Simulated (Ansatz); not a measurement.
```xyz
4

P     0.0066    0.0026    0.1231
H     1.1944   -0.0090   -0.6548
H    -0.5957    1.0266   -0.6497
H    -0.5905   -1.0344   -0.6568
```

Basis set: cc-pVTZ (spherical functions). Frozen core: 5 orbitals. Charge 0, multiplicity 1.

Computed with Ansatz (development build ahead of 0.2.0); each method stands on the lowest determinant of its kind that the runs found. Restricted open shells among the atoms or ions are ROHF, correlated in semicanonical orbitals with singles.

The atomization energy at this shape (free ground-state atoms in the same class of orbitals less the molecule, no zero-point energy) of singlet PH3:

```tsv
method	atomization energy
RHF	7.39 eV
```

(1) What does RHF-MP2 give?

Results:

(1) 9.75 eV.
